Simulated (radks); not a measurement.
Question: All-electron atom: Sn+ in [Kr] 4d10 5s2 5p1. Method: Dirac Kohn-Sham, Slater X-alpha with alpha = 0.683, spin-unpolarised, spherical densities, finite nucleus; open shells are shared between the two j in proportion to 2j + 1; Fermi nuclear charge, rms radius 4.6519 fm; computed with a radial shooting solver on a logarithmic mesh with Libxc functionals. Some entries of the table are withheld. Estimate them.

| orbital | occ. | eigenvalue (eV) | r(max) (bohr) | <r> (bohr) |
|---|---|---|---|---|
| 1s1/2 | 2 | -28975.62 | 0.01879 | 0.02908 |
| 2s1/2 | 2 | -4380.789 | 0.1063 | 0.1252 |
| 2p1/2 | 2 | -4095.335 | 0.08178 | 0.1058 |
| 2p3/2 | 4 | -3864.846 | 0.08631 | 0.1112 |
| 3s1/2 | 2 | -850.5803 | 0.3080 | (1) |
| 3p1/2 | 2 | -734.3193 | 0.2942 | 0.3301 |
| 3p3/2 | 4 | -692.2264 | 0.3045 | 0.3414 |
| 3d3/2 | 4 | -485.8099 | 0.2490 | 0.3126 |
| 3d5/2 | 6 | -477.1069 | 0.2519 | 0.3161 |
| 4s1/2 | 2 | -140.4623 | 0.7450 | 0.8181 |
| 4p1/2 | 2 | (2) | 0.7706 | 0.8649 |
| 4p3/2 | 4 | (3) | 0.7956 | 0.8952 |
| 4d3/2 | 4 | -33.3634 | 0.8807 | 1.090 |
| 4d5/2 | 6 | -32.3111 | 0.8906 | 1.105 |
| 5s1/2 | 2 | -17.0967 | 1.981 | 2.309 |
| 5p1/2 | 0.333333 | -9.9695 | 2.363 | 2.845 |
| 5p3/2 | 0.666667 | -9.3950 | 2.460 | 2.957 |

Answer: 
(1) 3s1/2 <r> (bohr): 0.3396
(2) 4p1/2 eigenvalue (eV): -101.7059
(3) 4p3/2 eigenvalue (eV): -94.0451
